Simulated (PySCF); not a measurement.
C₁₅H₁₀F₆S₂. Atoms are numbered in the order given.

```xyz
33

C     -1.9520    -1.4942     0.9894
C     -1.6381    -0.9151    -0.4066
S     -2.6969    -1.8384    -1.6446
C     -1.3410    -2.8628    -2.0680
C     -0.1344    -2.4970    -1.5596
C     -0.1931    -1.3031    -0.7632
C      0.7961    -0.5175    -0.2609
C      0.5040     0.7151     0.4487
C     -0.7432     1.2569     0.4507
C     -1.2779     2.3744     1.1753
C     -2.6315     2.4725     1.0904
S     -3.4332     1.2488     0.1296
C     -1.7817     0.6134    -0.4830
C     -1.5644     1.1836    -1.9005
C      1.7539     1.2493     1.0854
F      2.2544     2.3207     0.4126
F      1.5920     1.6373     2.3737
C      2.7612     0.0644     0.9717
F      2.6314    -0.7236     2.0611
F      4.0334     0.4685     0.8759
C      2.2789    -0.7350    -0.2757
F      2.6535    -2.0327    -0.2117
F      2.8656    -0.2022    -1.3842
H     -1.2931    -1.0405     1.7441
H     -1.7771    -2.5782     0.9817
H     -2.9949    -1.3012     1.2707
H     -1.5218    -3.7240    -2.7133
H      0.7959    -3.0239    -1.7700
H     -0.6606     3.0426     1.7756
H     -3.2431     3.2340     1.5771
H     -2.3203     0.8028    -2.5988
H     -0.5679     0.9033    -2.2720
H     -1.6273     2.2794    -1.8661
```

Geometry: B3LYP-D3(BJ)/def2-SVP. Other conformers were not sampled.

Method: HF/def2-SVP in PySCF.

Isolated molecule, no solvent.

Computed frontier levels, gap, dipole moment:
| Quantity | Result |
|---|---|
| highest occupied level | -7.64 eV |
| lowest empty level | 0.52 eV |
| orbital gap | 8.15 eV |
| dipole moment | 0.910 e·Å |
| quadrupole, principal values (traceless, Buckingham form, about the centre of nuclear charge) | -19.91, -5.64, 25.56 D·Å |
